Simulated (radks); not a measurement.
Question: Spherical jellium clusters: N electrons in a uniform positive sphere of charge N and radius rs N^(1/3), rs = 2.71 bohr. Calculated with a radial shooting solver with Libxc functionals: non-relativistic Kohn-Sham, exchange-only LDA, spin-polarised, spherical densities. Levels are named by radial order and angular momentum (1s, 1p, 1d, 2s, ...), and open shells are averaged over m. At N = 8 the configuration is 1s2 1p6. The background grows by one charge. Does electron 9 go into 2s up or 1d up?

Answer: Into 1d up. The total energies of the other choices lie higher by 0.145 eV (2s up).
